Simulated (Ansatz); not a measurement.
A short molecular-dynamics run on Ca2S2 (the lowest singlet isomer of a short search).

```yaml
crystal:
  periodic: [false, false, false]
  atoms:
    - {symbol: Ca, position_ang: [1.643827, 0.075652, -0.103753]}
    - {symbol: Ca, position_ang: [-1.643085, -0.076865, 0.114225]}
    - {symbol: S, position_ang: [-0.073685, 1.902584, 0.220147]}
    - {symbol: S, position_ang: [0.072933, -1.901370, -0.230610]}
basis:
  gaussian: {orbitals: "6-31G*"}
hamiltonian: {xc: {name: revPBE}}
md: {timestep: 0.5 fs, n_steps: 15, ensemble: nvt_nose_hoover, temperature: 500, initial_velocities: maxwell_boltzmann, seed: 465}
scf: {omitted_lower_state_checks: [starts]}
```

```sh
$ ansatz run in.yaml --threads 4 --pin off --events-out ev --progress --plain --max-ram 3916MiB
```

```tsv
step	time (fs)	potential energy (eV)	kinetic (eV)	T (K)	conserved (eV)
0	0.0	-58539.5903	0.1293	500	-58539.4611
1	0.5	-58539.5899	0.1289	499	-58539.4611
2	1.0	-58539.5894	0.1283	496	-58539.4611
3	1.5	-58539.5887	0.1276	494	-58539.4611
4	2.0	-58539.5879	0.1268	490	-58539.4611
5	2.5	-58539.5869	0.1258	487	-58539.4611
6	3.0	-58539.5857	0.1246	482	-58539.4611
7	3.5	-58539.5844	0.1233	477	-58539.4611
8	4.0	-58539.5830	0.1219	472	-58539.4611
9	4.5	-58539.5814	0.1203	465	-58539.4611
10	5.0	-58539.5797	0.1186	459	-58539.4611
11	5.5	-58539.5778	0.1167	452	-58539.4611
12	6.0	-58539.5758	0.1148	444	-58539.4611
13	6.5	-58539.5737	0.1127	436	-58539.4611
14	7.0	-58539.5715	0.1105	427	-58539.4611
15	7.5	-58539.5692	0.1082	418	-58539.4611
```

Velocities are drawn at the set temperature; a run this short doesn't reach equilibrium.

The 6-31G sets use Cartesian d functions.

Frames (Å, forces in eV/Å):

```xyz
4
time=0.0 fs
Ca    1.644    0.076   -0.104    0.269    0.013   -0.025
Ca   -1.643   -0.077    0.114   -0.270   -0.012    0.011
S    -0.074    1.903    0.220   -0.005    0.152    0.025
S     0.073   -1.901   -0.231    0.006   -0.154   -0.011
4
time=0.5 fs
Ca    1.644    0.074   -0.103    0.270    0.024   -0.024
Ca   -1.643   -0.075    0.115   -0.280   -0.041    0.007
S    -0.076    1.902    0.219    0.016    0.168    0.026
S     0.074   -1.901   -0.232   -0.006   -0.151   -0.009
4
time=1.0 fs
Ca    1.644    0.073   -0.103    0.270    0.034   -0.024
Ca   -1.642   -0.073    0.116   -0.290   -0.071    0.004
S    -0.078    1.901    0.218    0.037    0.184    0.027
S     0.076   -1.901   -0.233   -0.018   -0.148   -0.007
4
time=1.5 fs
Ca    1.644    0.072   -0.102    0.271    0.044   -0.024
Ca   -1.642   -0.070    0.117   -0.300   -0.100    0.000
S    -0.080    1.900    0.218    0.059    0.201    0.029
S     0.077   -1.902   -0.234   -0.030   -0.144   -0.005
4
time=2.0 fs
Ca    1.644    0.071   -0.102    0.271    0.054   -0.024
Ca   -1.641   -0.068    0.118   -0.310   -0.130   -0.003
S    -0.082    1.899    0.217    0.081    0.217    0.030
S     0.079   -1.902   -0.235   -0.042   -0.141   -0.002
4
time=2.5 fs
Ca    1.644    0.069   -0.101    0.271    0.064   -0.024
Ca   -1.641   -0.066    0.119   -0.320   -0.160   -0.007
S    -0.085    1.898    0.216    0.103    0.234    0.031
S     0.080   -1.902   -0.236   -0.054   -0.138    0.000
4
time=3.0 fs
Ca    1.645    0.068   -0.100    0.270    0.074   -0.024
Ca   -1.640   -0.064    0.120   -0.330   -0.190   -0.011
S    -0.087    1.897    0.215    0.125    0.250    0.032
S     0.082   -1.902   -0.237   -0.066   -0.135    0.002
4
time=3.5 fs
Ca    1.645    0.067   -0.100    0.270    0.085   -0.024
Ca   -1.640   -0.062    0.121   -0.340   -0.221   -0.014
S    -0.089    1.896    0.214    0.148    0.267    0.033
S     0.083   -1.902   -0.238   -0.077   -0.131    0.005
4
time=4.0 fs
Ca    1.645    0.065   -0.099    0.269    0.095   -0.023
Ca   -1.639   -0.060    0.122   -0.351   -0.251   -0.018
S    -0.091    1.895    0.213    0.170    0.284    0.034
S     0.084   -1.902   -0.239   -0.089   -0.128    0.007
4
time=4.5 fs
Ca    1.645    0.064   -0.099    0.268    0.105   -0.023
Ca   -1.639   -0.058    0.123   -0.361   -0.281   -0.021
S    -0.093    1.894    0.213    0.193    0.301    0.035
S     0.086   -1.902   -0.240   -0.100   -0.124    0.009
4
time=5.0 fs
Ca    1.646    0.063   -0.098    0.267    0.115   -0.023
Ca   -1.639   -0.056    0.124   -0.371   -0.311   -0.025
S    -0.095    1.893    0.212    0.216    0.318    0.036
S     0.087   -1.902   -0.241   -0.111   -0.121    0.012
4
time=5.5 fs
Ca    1.646    0.062   -0.098    0.266    0.124   -0.023
Ca   -1.638   -0.054    0.124   -0.382   -0.341   -0.028
S    -0.098    1.892    0.211    0.238    0.334    0.037
S     0.089   -1.902   -0.242   -0.122   -0.117    0.014
4
time=6.0 fs
Ca    1.646    0.060   -0.097    0.264    0.134   -0.023
Ca   -1.638   -0.052    0.125   -0.392   -0.371   -0.032
S    -0.100    1.891    0.210    0.261    0.351    0.038
S     0.090   -1.903   -0.243   -0.133   -0.114    0.016
4
time=6.5 fs
Ca    1.646    0.059   -0.097    0.262    0.144   -0.022
Ca   -1.638   -0.050    0.126   -0.402   -0.401   -0.035
S    -0.102    1.890    0.209    0.284    0.367    0.039
S     0.091   -1.903   -0.244   -0.144   -0.110    0.019
4
time=7.0 fs
Ca    1.647    0.058   -0.096    0.260    0.154   -0.022
Ca   -1.638   -0.048    0.127   -0.412   -0.431   -0.039
S    -0.104    1.890    0.208    0.307    0.384    0.040
S     0.093   -1.903   -0.245   -0.155   -0.107    0.021
4
time=7.5 fs
Ca    1.647    0.057   -0.095    0.258    0.163   -0.022
Ca   -1.637   -0.046    0.128   -0.422   -0.460   -0.042
S    -0.106    1.889    0.208    0.329    0.400    0.041
S     0.094   -1.903   -0.246   -0.165   -0.103    0.023
```

It took 24 s on 4 threads of Arm Neoverse V1 on a shared host.
